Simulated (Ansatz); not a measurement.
Relaxation of AlClH$_{6}$N$_{2}$ (10 atoms, charge 0, multiplicity 1), to a largest force component of 0.03 eV/Å in at most 50 steps.

Computed with RKS PBE/6-31G* in Ansatz.

```xyz
10
Properties=species:S:1:pos:R:3
Al -0.267 0.121 0.392
Cl 0.686 1.449 -2.740
N 1.293 0.003 1.259
N -1.288 -1.308 0.050
H -0.064 1.803 -1.714
H -0.814 1.524 0.029
H 1.902 0.802 1.427
H 1.762 -0.859 1.530
H -2.187 -1.256 -0.428
H -1.023 -2.280 0.195
```

Where does it end, and by what steps?

The forces met the threshold. The force dipped under the threshold on the way, but the program's further checks kept it going. After 15 steps the energy has fallen by 0.080 eV; Cl2 moved furthest, 1.11 Å.

```
step  energy less start (eV)  largest force component (eV/Å)  accepted
   0                  0.0000                           0.799       yes
   1                 -0.0245                           0.682       yes
   2                 -0.0450                           0.285       yes
   3                 -0.0513                           0.383       yes
   4                 -0.0572                           0.469       yes
   5                 -0.0664                           0.270       yes
   6                 -0.0738                           0.019       yes
   7                 -0.0713                           0.290        no
   8                 -0.0756                           0.142       yes
   9                 -0.0770                           0.066       yes
  10                 -0.0763                           0.181        no
  11                 -0.0785                           0.041       yes
  12                 -0.0783                           0.096        no
  13                 -0.0791                           0.014       yes
  14                 -0.0795                           0.007       yes
  15                 -0.0799                           0.016       yes
```

```xyz
10
Properties=species:S:1:pos:R:3
Al -0.149 -0.076 0.343
Cl 0.370 2.441 -3.113
N 1.297 -0.120 1.390
N -1.304 -1.429 0.187
H 0.026 1.898 -1.963
H -0.436 1.265 -0.497
H 1.957 0.653 1.459
H 1.605 -0.903 1.966
H -2.122 -1.395 -0.421
H -1.244 -2.335 0.649
```

Whether the end is a true minimum wasn't checked by a vibrational analysis.

Run time: 24 s on 2 threads of Arm Neoverse V1, with other jobs on the host, peak memory 0.14 GiB.
